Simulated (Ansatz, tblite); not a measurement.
Cost and result up the ladder for PPAsAs tetrahedron (As₂P₂) (4 atoms). Total charge 0; singlet. Geometry: r2SCAN-D4/def2-SVP.

```xyz
4

P     0.8300    1.0612   -0.3173
P    -1.0628    0.5238    0.7155
As    0.7287   -0.9623    0.8347
As   -0.4959   -0.6228   -1.2329
```

Ansatz on 4 threads of Arm Neoverse V2 on a shared host; xTB runs through tblite on one thread. Times are rough, summed over both states, and most runs start from the orbitals of an earlier one. No level here is sound enough to serve as a yardstick. The other state is a triplet.

The xTB rows come from tblite.

xTB has no spin-polarisation term.

```csv
level,functions,wall time,vertical triplet (eV)
GFN2-xTB,36,0.008 s,3.32
GFN1-xTB,36,0.009 s,3.25
PBE-D4/def2-TZVP (with forces),170,5.7 s,3.95
r2SCAN-D4/def2-TZVP,170,14 s,3.92
```
